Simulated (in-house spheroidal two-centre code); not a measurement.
Computed with a spheroidal two-centre code. Model: one electron and two fixed point charges, non-relativistic, separated in prolate spheroidal coordinates (energies exact to about nine digits).

With r1 and r2 the distances to the charges and R their separation, ξ = (r1 + r2)/R and η = (r1 − r2)/R; m is the angular momentum about the axis. The force apart is −d(total energy)/dR, and minima and barriers are those of the total energy. The separation constant A is the eigenvalue of −d/dη(1−η²)d/dη + m²/(1−η²) − p²η² − R(Z2−Z1)η, with p² = −E R²/2 and E the electronic energy.

Command:
```bash
python run_two.py task.json out
```
Settings:
```
Z1                     1
Z2                     1
xi_nodes               1
eta_nodes              0
m                      1
```

Run time, properties included: 0.7 s on 1 thread of Intel(R) Xeon(R) Processor @ 2.30GHz, on a shared host.

**Energy curve, total energy includes the repulsion of the charges.**

Given: first charge 1; second charge 1; united atom label 3p pi u; nodes in ξ 1; nodes in η 0.

Computed: united atom energy -0.22222 hartree.

```
distance (bohr)  electronic energy (hartree)  total energy (hartree)  kinetic energy (hartree)  force apart (hartree/bohr)
          0.774                 -0.217254822              1.07473484                   0.20864                      1.6581
           1.39                            ?                       ?                         ?                           ?
           2.49                 -0.194132713             0.207473713                   0.16062                     0.14783
           4.48                 -0.170392295            0.0528219911                   0.12384                    0.039433
            7.5                 -0.144639727           -0.0113063938                  0.092408                    0.010814
           10.5                 -0.127050432           -0.0318123368                  0.075364                   0.0041478
           13.5                 -0.114401074           -0.0403270003                   0.06586                   0.0018913
           16.5                 -0.105084518           -0.0444784573                   0.06109                   0.0010068
           19.5                -0.0981490751           -0.0468670238                  0.059277                  0.00063638
           22.5                -0.0929322268           -0.0484877823                    0.0589                  0.00046278
           25.5                -0.0889278694           -0.0497121831                  0.058899                  0.00036026
           28.5                            ?                       ?                         ?                           ?
           31.5                -0.0831910541           -0.0514450224                  0.058638                  0.00022834
           34.5                -0.0810447982            -0.052059291                  0.058374                  0.00018303
           42.3                -0.0767982587           -0.0531575967                  0.057677                  0.00010684
           58.6                -0.0713363912           -0.0542715448                  0.056763                  4.2519e-05
           81.1                -0.0672060507           -0.0548755945                  0.056215                  1.6514e-05
            112                -0.0641251461           -0.0551965747                   0.05591                  6.3663e-06
```

Question: What belongs in the row 1.39?

Answer: electronic energy (hartree): -0.209393497; total energy (hartree): 0.510030964; kinetic energy (hartree): 0.19026; force apart (hartree/bohr): 0.5038.

Question: What belongs in the row 28.5?

Answer: electronic energy (hartree): -0.0857645382; total energy (hartree): -0.0506768189; kinetic energy (hartree): 0.058831; force apart (hartree/bohr): 0.00028611.

**Where the electron sits, z along the axis from the midpoint, the separation constant A tends to l(l+1) at zero distance; at short distance the term in R(Z2−Z1)η can raise or lower it, and at long distance it falls (p² = -ER²/2).**

| distance (bohr) | mean z squared (bohr²) | mean squared distance from axis (bohr²) | separation constant |
| --- | --- | --- | --- |
| 0.431 | 9.161 | 36.575 | 1.9959 |
| 0.774 | 9.4798 | 37.693 | 1.987 |
| 1.39 | 10.33 | 40.568 | 1.9594 |
| 2.49 | 12.388 | 46.979 | 1.878 |
| 4.48 | 17.316 | 59.803 | 1.644 |
| 7.5 | 27.903 | 79.187 | 1.102 |
| 10.5 | 43.624 | 96.394 | 0.32893 |
| 13.5 | 67.043 | 109.71 | -0.73644 |
| 16.5 | ? | ? | ? |
| 19.5 | 145.46 | 120.2 | -4.1387 |
| 22.5 | 198.87 | 119.24 | -6.6655 |
| 25.5 | ? | ? | ? |
| 28.5 | 319.35 | 115.35 | -13.523 |
| 31.5 | 383.96 | 114.08 | -17.816 |
| 34.5 | 451.64 | 113.26 | -22.656 |
| 42.3 | 644.71 | 112.21 | -37.703 |
| 58.6 | 1138.9 | 111.26 | -80.32 |
| 81.1 | 2033.3 | 110.5 | -163.62 |
| 112 | 3669.6 | 109.87 | -324.03 |

Question: What belongs in the row 16.5?

Answer: mean z squared (bohr²): 100.74; mean squared distance from axis (bohr²): 117.66; separation constant: -2.1894.

Question: What belongs in the row 25.5?

Answer: mean z squared (bohr²): 257.52; mean squared distance from axis (bohr²): 117.17; separation constant: -9.7975.
